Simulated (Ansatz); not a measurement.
CH₆BGaSi, relaxed with RKS PBE0-D4/def2-TZVP in Ansatz 0.2.0 from a PBE-D4/def2-SVP geometry. The force threshold is 0.005 eV/Å; the program also tests the step.

Charge 0, multiplicity 1. The bonds changed during the relaxation, so this is another structure than the one it started from.

Start:

```xyz
10

B    -0.714    1.168    0.294
C    -0.246    0.029   -0.761
Si    0.521   -0.263    1.075
Ga    0.997   -1.925   -0.986
H    -1.822    1.063    0.793
H    -0.152    2.250    0.265
H     0.390    0.430   -1.579
H     0.118   -1.722    1.309
H     2.000   -0.445    0.723
H    -1.093   -0.586   -1.132
```

```json
{"step": "1", "energy (eV)": "-62054.0995", "largest force (eV/Å)": "0.522", "largest move (Å)": "0.000"}
{"step": "2", "energy (eV)": "-62054.1307", "largest force (eV/Å)": "0.154", "largest move (Å)": "0.034"}
{"step": "3", "energy (eV)": "-62054.1344", "largest force (eV/Å)": "0.049", "largest move (Å)": "0.011"}
{"step": "4", "energy (eV)": "-62054.1349", "largest force (eV/Å)": "0.041", "largest move (Å)": "0.008"}
{"step": "5", "energy (eV)": "-62054.1353", "largest force (eV/Å)": "0.024", "largest move (Å)": "0.007"}
{"step": "6", "energy (eV)": "-62054.1356", "largest force (eV/Å)": "0.013", "largest move (Å)": "0.011"}
{"step": "7", "energy (eV)": "-62054.1356", "largest force (eV/Å)": "0.010", "largest move (Å)": "0.003"}
{"step": "8", "energy (eV)": "-62054.1356", "largest force (eV/Å)": "0.002", "largest move (Å)": "0.001"}
```

End:

```xyz
10

B    -0.705    1.159    0.302
C    -0.242    0.017   -0.750
Si    0.513   -0.274    1.052
Ga    0.991   -1.887   -0.993
H    -1.805    1.070    0.768
H    -0.144    2.217    0.256
H     0.372    0.423   -1.560
H     0.123   -1.712    1.305
H     1.982   -0.434    0.732
H    -1.085   -0.579   -1.112
```

Hardware: 4 threads of an Arm Neoverse V2 on a shared host. Wall time 27 s, peak host memory 0.5 GiB.
